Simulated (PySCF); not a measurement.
Geometry:
| atom | x (Å) | y (Å) | z (Å) |
| --- | --- | --- | --- |
| C1 | -4.594 | 0.804 | 0.582 |
| C2 | -4.146 | -0.085 | -0.569 |
| C3 | -2.797 | -0.766 | -0.357 |
| C4 | -1.611 | 0.185 | -0.255 |
| C5 | -0.272 | -0.524 | -0.118 |
| C6 | 0.913 | 0.425 | -0.007 |
| C7 | 2.256 | -0.279 | 0.127 |
| C8 | 3.434 | 0.676 | 0.240 |
| C9 | 4.778 | -0.022 | 0.370 |
| O10 | 5.848 | 0.867 | 0.540 |
| H11 | -3.914 | 1.657 | 0.733 |
| H12 | -5.598 | 1.217 | 0.402 |
| H13 | -4.631 | 0.241 | 1.529 |
| H14 | -4.909 | -0.862 | -0.744 |
| H15 | -4.107 | 0.509 | -1.500 |
| H16 | -2.842 | -1.388 | 0.556 |
| H17 | -2.616 | -1.470 | -1.188 |
| H18 | -1.746 | 0.864 | 0.606 |
| H19 | -1.590 | 0.837 | -1.148 |
| H20 | -0.296 | -1.183 | 0.769 |
| H21 | -0.123 | -1.197 | -0.982 |
| H22 | 0.765 | 1.094 | 0.860 |
| H23 | 0.934 | 1.087 | -0.892 |
| H24 | 2.234 | -0.940 | 1.012 |
| H25 | 2.404 | -0.948 | -0.740 |
| H26 | 3.305 | 1.342 | 1.110 |
| H27 | 3.457 | 1.335 | -0.649 |
| H28 | 4.933 | -0.692 | -0.502 |
| H29 | 4.771 | -0.674 | 1.259 |
| H30 | 5.871 | 1.450 | -0.225 |

Geometry: PBE0-D3(BJ)/def2-SVP; GIAO shifts from PySCF 2.14, gas phase, non-relativistic, averaged over equivalent atoms.

At PBE0/pcSseg-1 (270 basis functions, 74 s wall time on 1 thread of an Arm Neoverse V1, shared host):
```tsv
atoms	δ (ppm)
C9	66.6
C8	39.5
C5	35.0
C6	34.9
C3	34.0
C4	31.7
C7	28.9
C2	25.3
C1	14.5
O10	43.2
H28/H29	3.53
H14/H15	1.35
H26/H27	1.31
H16/H17	1.22
H22/H23	1.17
H18/H19	1.10
H20/H21	1.09
H24/H25	0.98
H11/H12/H13	0.95
H30	-0.40
```

δ = σ(ref) − σ, references computed at the same level: ¹³C (σ = 184.41 ppm) and ¹H (σ = 31.27 ppm) vs TMS; ¹⁷O (σ = 334.56 ppm) against H2O.

What do these become at PBE/pcSseg-1?

Answers


```csv
atoms,δ at PBE/pcSseg-1,change
C9,70.1,+3.5
C8,42.3,+2.8
C5,37.2,+2.2
C6,37.3,+2.4
C3,36.3,+2.3
C4,33.8,+2.1
C7,30.7,+1.8
C2,27.2,+1.9
C1,14.9,+0.4
O10,54.5,+11.3
H28/H29,3.70,+0.17
H14/H15,1.44,+0.09
H26/H27,1.37,+0.06
H16/H17,1.32,+0.10
H22/H23,1.26,+0.09
H18/H19,1.20,+0.10
H20/H21,1.18,+0.09
H24/H25,1.08,+0.10
H11/H12/H13,0.95,+0.00
H30,-0.60,-0.20
```

References, each an isolated molecule treated in the same way: TMS for ¹³C (σ = 180.03 ppm), ¹H (σ = 31.20 ppm); ¹⁷O (σ = 334.63 ppm) vs H2O.

The largest change is at O10 (alcohol oxygen). Cost: 270 basis functions, 95 s wall time on 1 thread of an Arm Neoverse V1, shared host. The order of the carbon signals changes between the two levels.

Experimental scales use liquid or dissolved standards, which lie at an offset from isolated H2O (liquid H2O: subtract about 36 ppm).
